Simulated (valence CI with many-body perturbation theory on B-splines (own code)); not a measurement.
The numbers below are computed, except where a source is named.
## A CI+MBPT run for Mo9+

The program does CI of the valence electrons with many-body perturbation theory for a frozen closed Dirac-Fock core.

Command, and the settings that its task file holds:

```sh
python run_cv.py task.json out
```

```
atom Mo  Z=42  mass_number=98  rms_radius_fm=4.4091
core [Ar] 3d10
valence 4s2 4p4
avg = 1
basis = S
breit = 1
cap = 10000
capref = 1200
cscale = 1
de = 0.0
dress = 0
eps = 2e-08
h = 0.27
hh = 1
l2 = 3
lcore = 6
maxit = 60
n2 = 5
natural = 1
nlev = 20
nno = [3, 3, 3, 2, 1]
nroot = 26
nsp = [3, 3, 2, 1, 0]
pt2 = 1
qed = 1
rpa = 1
s1 = 1
s2 = 1
s3 = 1
screen = 1
tol = 2e-05
```

Task: What became of the run, and why?

Result: It gave no result: the electrons of core and valence do not add up to the charge. The program said: "core and valence hold 34 electrons, the ion has 33".
